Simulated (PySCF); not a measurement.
## Sn: electron affinity

Sn⁻ [Kr] 4d10 5s2 5p3 (4S) → Sn [Kr] 4d10 5s2 5p2 (3P), as a difference of total energies. All numbers are calculated (PySCF 2.14, scalar relativity through the core potential, in aug-cc-pV5Z-PP with ECP28MDF). Correlated levels: valence: 4s2 4p6 4d10 frozen. The calculations carry no spin-orbit coupling.

```csv
method,electron affinity (eV)
UHF,0.952
LDA,1.549
PBE,1.420
PBE0,1.411
r2SCAN,1.510
M06-L,1.130
M06,1.115
MN15,1.415
MP2 (valence),1.387
SCS-MP2 (valence),1.244
```

Problem. How much does correlation contribute at MP2 (valence)?

Solution. 1.387 − (0.952) = 0.435 eV, measured against UHF.

The reference lies between the lowest fine-structure levels, while these numbers refer to the centres of the terms.

In the anion the highest occupied orbital energy is positive at LDA, PBE, PBE0, r2SCAN, M06-L, M06, a self-interaction effect; the basis confines that electron, and the energy difference can still be sensible.

For comparison: 1.112 eV (measured; photodetachment measurements, as compiled on the Wikipedia data page of electron affinities).
